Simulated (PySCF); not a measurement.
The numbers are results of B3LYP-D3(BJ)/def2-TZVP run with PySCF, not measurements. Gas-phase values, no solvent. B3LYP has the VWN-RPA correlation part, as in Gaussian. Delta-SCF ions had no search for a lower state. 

Reference species (SMILES): `[Cl][Sn]([Cl])([Cl])[Cl]` (neutral, multiplicity 1).

- HOMO–LUMO gap: 5.75 eV
- vertical ionisation energy (Delta-SCF): 11.45 eV

Changed species: `[SnH4]` (4 of 4 Cl replaced by H; the reference has 0 of 4 Cl replaced by H).

Task: Predict the effect on the HOMO–LUMO gap and vertical ionisation energy (Delta-SCF).

Result: the HOMO–LUMO gap rises by 3.49 eV, to 9.24 eV; the vertical ionisation energy (Delta-SCF) increases by 0.06 eV, to 11.51 eV.
